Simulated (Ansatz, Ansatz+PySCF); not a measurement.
```json
{"atom": "P", "x (Å)": "0.0000", "y (Å)": "0.0000", "z (Å)": "0.0000"}
{"atom": "O", "x (Å)": "0.0000", "y (Å)": "0.0000", "z (Å)": "1.6236"}
```

Basis set: def2-SVP (spherical functions). Frozen core: 6 orbitals. Correlation on ROHF uses semicanonical orbitals with singles. Charge 0, multiplicity 2.

Computed with Ansatz (development build ahead of 0.2.0); each method stands on the lowest determinant of its kind that the runs found.

The atomization energy at this shape (free ground-state atoms in the same class of orbitals less the molecule, no zero-point energy) of doublet PO:

```
      method  atomization energy
UHF-CCSDT(Q)             4.79 eV
ROHF-CCSD(T)             4.69 eV
 UHF-CCSD(T)             4.63 eV
    ROHF-MP2             5.14 eV
     UHF-MP2             3.76 eV
         UHF             1.79 eV
```

(1) What does ROHF give?

## Answers

(1) 1.26 eV. Caution: the shape is not the minimum. Caution for UHF-CCSDT(Q), UHF-CCSD(T): a plain start can end on a higher determinant. Caution for UHF-CCSDT(Q), UHF-CCSD(T), UHF-MP2, UHF: the unrestricted determinant is spin contaminated. Caution for ROHF-CCSD(T), ROHF-MP2, ROHF: an unrestricted determinant lies well below. Caution for UHF-CCSD(T): another reference gives a lower total. Caution for UHF-MP2: the determinant may break the point group.
